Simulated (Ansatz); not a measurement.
The pair A = CH2O (SMILES C=O) (first 4 atoms), B = CH6Si (SMILES C[SiH3]); geometry from B3LYP-D3(BJ)/def2-TZVP.
(charge 0, multiplicity 1):
```xyz
12

C      0.172     0.234    -0.280
O     -0.816    -0.035     0.346
H      1.151     0.388     0.211
H      0.153     0.341    -1.381
C     -1.414    -0.521     3.721
Si     0.376    -0.054     3.433
H     -1.488    -1.503     4.193
H     -1.949    -0.552     2.772
H     -1.905     0.203     4.373
H      1.114    -0.009     4.722
H      0.497     1.284     2.804
H      1.064    -1.038     2.561
```

Frozen-core correlation. MP2 and its Hartree–Fock in aug-cc-pV(T+d)Z are density fitted.

Run with Ansatz (a quantum-chemistry and plane-wave program). Each number belongs to the level named beside it.

The counterpoise-corrected interaction energy is E(AB) − E(A in the pair's basis) − E(B in the pair's basis). Total energies (hartree):

```json
[
 {"level": "HF/aug-cc-pV(D+d)Z", "AB": "-444.1873087", "A in the pair's basis": "-113.8858532", "B in the pair's basis": "-330.3010160"},
 {"level": "MP2/aug-cc-pV(D+d)Z", "AB": "-444.7940189", "A in the pair's basis": "-114.2188558", "B in the pair's basis": "-330.5716383"},
 {"level": "HF/aug-cc-pV(T+d)Z", "AB": "-444.2409414", "A in the pair's basis": "-113.9142721", "B in the pair's basis": "-330.3262642"},
 {"level": "MP2/aug-cc-pV(T+d)Z", "AB": "-444.9702917", "A in the pair's basis": "-114.3164353", "B in the pair's basis": "-330.6498929"},
 {"level": "CCSD(T)/aug-cc-pV(D+d)Z", "AB": "-444.8722610", "A in the pair's basis": "-114.2452093", "B in the pair's basis": "-330.6235381"}
]
```

Q: Work out the counterpoise-corrected interaction energy at the basis-set limit: extrapolate the MP2 correlation part as X⁻³, take Hartree–Fock from the larger set, and add the CCSD(T) − MP2 difference of aug-cc-pV(D+d)Z.

A: 
1. Differences (1 hartree = 627.509 kcal/mol): HF/aug-cc-pV(D+d)Z -0.276; MP2/aug-cc-pV(D+d)Z -2.212; HF/aug-cc-pV(T+d)Z -0.254; MP2/aug-cc-pV(T+d)Z -2.487; CCSD(T)/aug-cc-pV(D+d)Z -2.205.
2. Correlation parts, MP2 less HF: -1.936 in aug-cc-pV(D+d)Z (X = 2), -2.233 in aug-cc-pV(T+d)Z (X = 3).
3. Limit (3³·(-2.233) − 2³·(-1.936))/(3³ − 2³) = -2.358; with HF/aug-cc-pV(T+d)Z it gives -2.612.
4. CCSD(T) less MP2 in aug-cc-pV(D+d)Z: 0.007.
Result: -2.61 kcal/mol, against -2.21 at MP2/aug-cc-pV(D+d)Z. It is an estimate of this method's limit, not of the exact value.
